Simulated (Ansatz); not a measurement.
Total energies of CH7GaGe, SMILES `[GaH2][CH2][GeH3]`.

Cartesian coordinates in Å:
```
Ga -1.610 -0.815 -0.280
C 0.344 -0.755 -0.111
Ge 1.005 1.048 0.273
H -2.498 -1.060 0.994
H -2.281 -0.579 -1.681
H 0.819 -1.082 -1.039
H 0.679 -1.401 0.705
H 0.404 1.567 1.594
H 0.598 2.018 -0.853
H 2.540 1.058 0.397
```

The species carries charge 0 and has multiplicity 1. Correlated methods include outer-core shells of Ga, Ge, which these sets cover unevenly. Scalar relativity is left out up to krypton. All single points use the PBE0-D4/def2-TZVP geometry. Basis def2-TZVPP, Ansatz 0.2.0.

RPA on PBE orbitals: Hartree–Fock energy of these orbitals -4040.48150 Eh, correlation -1.12919 Eh (frozen core).

| functional | energy without D4 (Eh) | D4 term (kJ/mol) |
| --- | --- | --- |
| LDA (SPW92) | -4037.54390 | – |
| PBE | -4043.48154 | -19.3 |
| revPBE | -4043.84588 | -52.5 |
| BLYP | -4044.24691 | -41.6 |
| r2SCAN | -4044.11420 | -4.5 |
| B97M-V | -4043.41326 | – |
| PBE0 | -4043.59104 | -16.4 |
| B3LYP | -4044.26852 | -31.4 |
| r2SCANh | -4044.09470 | -4.9 |
| r2SCAN0 | -4044.06717 | -5.5 |
| HSE06 (plane-wave form) | -4043.58751 | -15.5 |
| BHLYP | -4044.08648 | -26.8 |
| CAM-B3LYP | -4044.37433 | -16.9 |
| LC-ωPBE | -4043.62245 | – |
| ωB97X-V | -4043.78584 | – |
| ωB97M-V | -4043.89831 | – |
| B2PLYP | -4043.38213 | – |
| PBE-QIDH | -4042.92475 | – |

B3LYP takes the VWN-RPA correlation (the form of Gaussian; ORCA's B3LYP/G). HSE06 is the plane-wave form, built on full-range PBE exchange. The double hybrids freeze the cores in their second-order part.

LC-ωPBE has ω = 0.4 bohr⁻¹.
